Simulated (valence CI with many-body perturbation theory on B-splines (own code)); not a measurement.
# Forbidden lines of Dy XXVI

Level of theory: relativistic CI+MBPT: five valence electrons over a frozen Dirac-Fock core [Kr], a basis of 7 s, 7 p, 8 d, 6 f, 4 g, 1 h functions for each j, with the one-electron correlation potential Σ1 (screened to all orders), the two-electron term Σ2, the three-electron term Σ3, Breit, model QED; selected single and double excitations, second order for the rest (own B-spline code, finite nucleus).

No measured levels were compared; by estimate terms of the open shell hold to 2 to 4 % of their energy, and close levels can change places. Core correlation moves these levels by up to 9800 cm⁻¹, and in measured spectra 5 to 20 % of such shifts remained as error; rates that hang on mixing are uncertain with them. Only levels of the ground parity were solved; by the run's estimate the other parity begins above the list, which can be wrong where configurations are misplaced.

Lines 1 to 50 of 120 in falling wavelength, among levels below 43.274 eV, chosen from the decays that carry over 1 % of a level's rate. Wavelengths and rates use the calculated energies, so an error of 3000 cm⁻¹ moves a line at 6047 Å by 18 % and its rate by three times that or more. Electric multipoles are in the length gauge, E1 and E2 with the static RPA response of the core. S is in atomic units (e²a₀⁴ for E2 and M2, e²a₀⁶ for E3), for M1 in squared Bohr magnetons. Weak lines are less certain than strong ones. Lines between different terms over intervals too small for the method are left out, as are lines whose strength nearly cancels.

Levels are named by their leading jj configuration (3d3/2^4 stands for four electrons in 3d with j = 3/2), which in mixed levels can hold well under half, so a name can repeat and another be missing. Letters in brackets count levels of one name in rising energy.

| λ vac (Å) | Upper | Lower | Type | A (s⁻¹) | S (a.u.) |
| --- | --- | --- | --- | --- | --- |
| 17150 | (4d3/2^3 4d5/2^2) J=11/2 | (4d3/2^3 4d5/2^2) J=7/2 [a] | E2 | 1.64e-07 | 2.60e-03 |
| 12680 | (4d3/2^3 4d5/2^2) J=9/2 | (4d3/2^3 4d5/2^2) J=11/2 | M1 | 6.72e+00 | 5.07e+00 |
| 7288 | (4d3/2^3 4d5/2^2) J=9/2 | (4d3/2^3 4d5/2^2) J=7/2 [a] | M1 | 4.06e+01 | 5.82e+00 |
| 7180 | (4d3/2^2 4d5/2^3) J=13/2 | (4d3/2^2 4d5/2^3) J=11/2 | M1 | 1.90e+01 | 3.65e+00 |
| 7082 | (4d3/2^3 4d5/2^2) J=5/2 [b] | (4d3/2^3 4d5/2^2) J=3/2 [a] | M1 | 3.39e+01 | 2.68e+00 |
| 6047 | (4d3/2^3 4d5/2^2) J=7/2 [b] | (4d3/2^3 4d5/2^2) J=5/2 [b] | M1 | 4.67e+01 | 3.06e+00 |
| 5231 | (4d3/2^3 4d5/2^2) J=1/2 | (4d3/2^3 4d5/2^2) J=3/2 [a] | M1 | 2.42e+02 | 2.57e+00 |
| 5222 | (4d3/2^2 4d5/2^3) J=7/2 [b] | (4d3/2^2 4d5/2^3) J=5/2 [b] | M1 | 3.22e+01 | 1.36e+00 |
| 4128 | (4d3/2^2 4d5/2^3) J=5/2 [b] | (4d3/2^3 4d5/2^2) J=3/2 [b] | M1 | 1.12e+02 | 1.75e+00 |
| 3388 | (4d3/2^3 4d5/2^2) J=7/2 [a] | (4d3/2^3 4d5/2^2) J=5/2 [a] | M1 | 3.80e+02 | 4.38e+00 |
| 3183 | (4d3/2^2 4d5/2^3) J=3/2 [a] | (4d3/2^2 4d5/2^3) J=5/2 [a] | M1 | 3.18e+02 | 1.52e+00 |
| 3091 | (4d3/2^3 4d5/2^2) J=3/2 [a] | (4d3/2^3 4d5/2^2) J=5/2 [a] | M1 | 9.80e+01 | 4.29e-01 |
| 3062 | (4d3/2^2 4d5/2^3) J=7/2 [b] | (4d3/2^2 4d5/2^3) J=9/2 [a] | M1 | 5.09e+01 | 4.33e-01 |
| 2986 | (4d3/2^3 4d5/2^2) J=7/2 [b] | (4d3/2^3 4d5/2^2) J=7/2 [a] | M1 | 1.52e+02 | 1.20e+00 |
| 2940 | (4d3/2^2 4d5/2^3) J=3/2 [b] | (4d3/2^2 4d5/2^3) J=3/2 [a] | M1 | 1.34e+02 | 5.07e-01 |
| 2708 | (4d3/2^2 4d5/2^3) J=9/2 [c] | (4d3/2^2 4d5/2^3) J=7/2 [b] | M1 | 8.06e+01 | 5.94e-01 |
| 2692 | (4d3/2^2 4d5/2^3) J=9/2 [a] | (4d3/2^3 4d5/2^2) J=7/2 [b] | M1 | 4.29e+02 | 3.10e+00 |
| 2634 | (4d3/2^3 4d5/2^2) J=3/2 [b] | (4d3/2^3 4d5/2^2) J=1/2 | M1 | 9.15e+01 | 2.48e-01 |
| 2439 | (4d3/2^2 4d5/2^3) J=9/2 [c] | (4d3/2^2 4d5/2^3) J=9/2 [b] | M1 | 6.98e+02 | 3.75e+00 |
| 2380 | (4d3/2^2 4d5/2^3) J=7/2 [b] | (4d3/2^2 4d5/2^3) J=7/2 [a] | M1 | 2.62e+02 | 1.05e+00 |
| 2340 | (4d3/2^2 4d5/2^3) J=1/2 [b] | (4d3/2^2 4d5/2^3) J=3/2 [a] | M1 | 5.39e+02 | 5.12e-01 |
| 2327 | (4d3/2^3 4d5/2^2) J=3/2 [b] | (4d3/2^3 4d5/2^2) J=5/2 [b] | M1 | 2.21e+02 | 4.14e-01 |
| 2256 | (4d3/2^2 4d5/2^3) J=7/2 [a] | (4d3/2^3 4d5/2^2) J=5/2 [b] | M1 | 9.29e+02 | 3.16e+00 |
| 2220 | (4d3/2^2 4d5/2^3) J=5/2 [c] | (4d3/2^2 4d5/2^3) J=7/2 [a] | M1 | 1.98e+02 | 4.83e-01 |
| 2155 | (4d3/2^2 4d5/2^3) J=5/2 [c] | (4d3/2^3 4d5/2^2) J=3/2 [b] | M1 | 1.15e+03 | 2.56e+00 |
| 2152 | (4d3/2^3 4d5/2^2) J=5/2 [b] | (4d3/2^3 4d5/2^2) J=5/2 [a] | M1 | 2.17e+03 | 4.82e+00 |
| 2103 | (4d3/2^2 4d5/2^3) J=7/2 [a] | (4d3/2^3 4d5/2^2) J=9/2 | M1 | 1.45e+03 | 4.00e+00 |
| 2100 | (4d3/2 4d5/2^4) J=7/2 [a] | (4d3/2^2 4d5/2^3) J=5/2 [c] | M1 | 6.76e+02 | 1.86e+00 |
| 2077 | (4d3/2^2 4d5/2^3) J=5/2 [a] | (4d3/2^3 4d5/2^2) J=7/2 [a] | M1 | 1.13e+03 | 2.25e+00 |
| 2057 | (4d3/2^3 4d5/2^2) J=5/2 [a] | (4d3/2^4 4d5/2) J=5/2 | M1 | 4.11e+03 | 7.97e+00 |
| 1974 | (4d3/2^2 4d5/2^3) J=5/2 [b] | (4d3/2^3 4d5/2^2) J=7/2 [b] | M1 | 6.88e+02 | 1.18e+00 |
| 1943 | (4d3/2^2 4d5/2^3) J=1/2 [a] | (4d3/2^3 4d5/2^2) J=1/2 | M1 | 3.12e+03 | 1.70e+00 |
| 1933 | (4d3/2^2 4d5/2^3) J=11/2 | (4d3/2^3 4d5/2^2) J=9/2 | M1 | 6.30e+02 | 2.03e+00 |
| 1863 | (4d3/2^2 4d5/2^3) J=3/2 [b] | (4d3/2^3 4d5/2^2) J=3/2 [b] | M1 | 5.57e+01 | 5.35e-02 |
| 1842 | (4d3/2 4d5/2^4) J=5/2 [a] | (4d3/2^2 4d5/2^3) J=3/2 [a] | M1 | 1.22e+03 | 1.70e+00 |
| 1827 | (4d3/2 4d5/2^4) J=7/2 [a] | (4d3/2^2 4d5/2^3) J=9/2 [b] | M1 | 8.61e+02 | 1.56e+00 |
| 1752 | (4d3/2^3 4d5/2^2) J=3/2 [b] | (4d3/2^3 4d5/2^2) J=3/2 [a] | M1 | 4.22e+02 | 3.36e-01 |
| 1738 | (4d3/2 4d5/2^4) J=3/2 [a] | (4d3/2^2 4d5/2^3) J=5/2 [c] | M1 | 5.82e+02 | 4.53e-01 |
| 1735 | (4d3/2^2 4d5/2^3) J=3/2 [a] | (4d3/2^3 4d5/2^2) J=1/2 | M1 | 4.06e+02 | 3.15e-01 |
| 1719 | (4d3/2^2 4d5/2^3) J=5/2 [c] | (4d3/2^2 4d5/2^3) J=5/2 [a] | M1 | 2.47e+02 | 2.80e-01 |
| 1677 | (4d3/2^2 4d5/2^3) J=11/2 | (4d3/2^3 4d5/2^2) J=11/2 | M1 | 3.58e+03 | 7.51e+00 |
| 1632 | (4d3/2^2 4d5/2^3) J=7/2 [a] | (4d3/2^3 4d5/2^2) J=7/2 [a] | M1 | 1.96e+03 | 2.52e+00 |
| 1618 | (4d3/2 4d5/2^4) J=11/2 | (4d3/2^2 4d5/2^3) J=9/2 [b] | M1 | 9.27e+02 | 1.75e+00 |
| 1597 | (4d3/2^2 4d5/2^3) J=3/2 [a] | (4d3/2^3 4d5/2^2) J=5/2 [b] | M1 | 1.44e+03 | 8.71e-01 |
| 1543 | (4d3/2^2 4d5/2^3) J=9/2 [a] | (4d3/2^3 4d5/2^2) J=11/2 | M1 | 1.44e+03 | 1.97e+00 |
| 1528 | (4d3/2^2 4d5/2^3) J=3/2 [b] | (4d3/2^2 4d5/2^3) J=5/2 [a] | M1 | 6.22e+02 | 3.29e-01 |
| 1521 | (4d3/2^2 4d5/2^3) J=9/2 [b] | (4d3/2^3 4d5/2^2) J=7/2 [b] | M1 | 8.32e+02 | 1.09e+00 |
| 1488 | (4d3/2^2 4d5/2^3) J=5/2 [b] | (4d3/2^3 4d5/2^2) J=5/2 [b] | M1 | 3.98e+03 | 2.92e+00 |
| 1433 | (4d3/2 4d5/2^4) J=7/2 [a] | (4d3/2^2 4d5/2^3) J=5/2 [b] | M1 | 2.72e+03 | 2.37e+00 |
| 1433 | (4d3/2^2 4d5/2^3) J=7/2 [b] | (4d3/2^3 4d5/2^2) J=7/2 [b] | M1 | 6.87e+02 | 5.99e-01 |
